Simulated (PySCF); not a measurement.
From one molecule to another.

First species: 1,1-dichloro-2,2,2-trifluoroethane, C₂HCl₂F₃.
Atom-mapped SMILES: `[F:1][C:2]([F:3])([F:4])[CH:5]([Cl:6])[Cl:7]` (hydrogens: H8 on C5)

Geometry (PBE0-D3(BJ)/def2-TZVP, Å), atoms numbered from 1 in this order:
```xyz
8
C2HCl2F3 angstrom
F     -1.5575    0.7445   -0.1849
C     -0.5747   -0.0731   -0.5319
F     -0.1698    0.2479   -1.7600
F     -1.0521   -1.3160   -0.5730
C      0.6110   -0.0075    0.4378
Cl     1.3157    1.6006    0.4273
Cl     0.1033   -0.5011    2.0458
H      1.3662   -0.7106    0.0922
```

Second species: 3-chlorothiophene, C4H3ClS.
Atom-mapped SMILES: `[Cl:1][c:2]1[cH:3][cH:4][s:5][cH:6]1` (hydrogens: H7 on C3; H8 on C4; H9 on C6)

Levels: B97-2/pcSseg-2 for dipole moment, HOMO energy, LUMO energy and HOMO–LUMO gap; PBE0-D3(BJ)/def2-TZVP for rotational constant A and rotational constant C. Geometries: PBE0-D3(BJ)/def2-TZVP. Each species is one conformer at its optimised geometry, gas phase, non-relativistic unless stated. Electronic properties by PySCF.

The conformers computed, where there is a choice (atom-mapped SMILES and torsion angles):
- `[F:1][C:2]([F:3])([F:4])[CH:5]([Cl:6])[Cl:7]`: F1–C2–C5–Cl6 -63°

Values for the first species:

```
Dipole moment         : 1.33 D
HOMO energy           : -9.09 eV
LUMO energy           : -0.58 eV
HOMO–LUMO gap         : 8.51 eV
Rotational constant A : 2.109 GHz
Rotational constant C : 1.138 GHz
```

(1) Estimate the same properties for the second species, and the change in each.

## Answers

(1) 
```json
{"property": "dipole moment", "first": "1.33 D", "second": "1.32 D", "second less first": "-0.01 D"}
{"property": "HOMO energy", "first": "-9.09 eV", "second": "-6.74 eV", "second less first": "+2.35 eV"}
{"property": "LUMO energy", "first": "-0.58 eV", "second": "-0.79 eV", "second less first": "-0.21 eV"}
{"property": "HOMO–LUMO gap", "first": "8.51 eV", "second": "5.95 eV", "second less first": "-2.56 eV"}
{"property": "rotational constant A", "first": "2.109 GHz", "second": "7.228 GHz", "second less first": "+5.119 GHz"}
{"property": "rotational constant C", "first": "1.138 GHz", "second": "1.256 GHz", "second less first": "+0.118 GHz"}
```

On the first: A dipole of 1.33 D is allowed in Cs, and pure rotational transitions are dipole-allowed. In atomic units the dipole is 0.52 e·bohr (1 au = 2.5417 D). Geometry: PBE0-D3(BJ)/def2-TZVP; no solvent, vibrations or thermal averaging.

On the second: The dipole matches unit charges of opposite sign 0.27 Å apart (1 e·Å = 4.8032 D). Geometry: PBE0-D3(BJ)/def2-TZVP; no solvent, vibrations or thermal averaging.
